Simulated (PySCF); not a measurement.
WCl₅⁺ at several levels of theory

All levels use the PBE0 minimum (singlet; W–Cl 2.217 Å (×3), W–Cl 2.257 Å (×2); Cl–W–Cl 90.0° (×6), Cl–W–Cl 120.0° (×3), Cl–W–Cl 180.0°), basis [W def2-SVP with ECP60, Cl def2-SVP], scalar-relativistic core potentials, density fitting, no spin–orbit coupling, PySCF. For vertical energies the ionised species is a doublet (spins chosen at PBE0 and kept) and the electron-attached one a doublet. Open shells are unrestricted, also as the reference of the correlated levels. A dash marks a value that was not computed or is not defined at that level.

```
level  vertical IP (eV)  vertical EA (eV)  −ε(HOMO) (eV)  gap (eV)
 PBE0             16.40              8.58          14.49      4.22
   HF                 ?                 ?              ?         ?
  MP2                 ?                 ?              –         –
  PBE             15.76              7.88          13.08      2.42
```

Problem. Fill in the row of HF.

Solution. vertical IP (eV) 16.86, vertical EA (eV) 9.54, −ε(HOMO) (eV) 17.66, gap (eV) 10.23.

Problem. Fill in the row of MP2.

Solution. vertical IP (eV) 16.18, vertical EA (eV) 7.54.

Spin contamination in at least one species weakens the values at: HF, MP2.

With an element this heavy the missing spin–orbit coupling can shift these numbers.
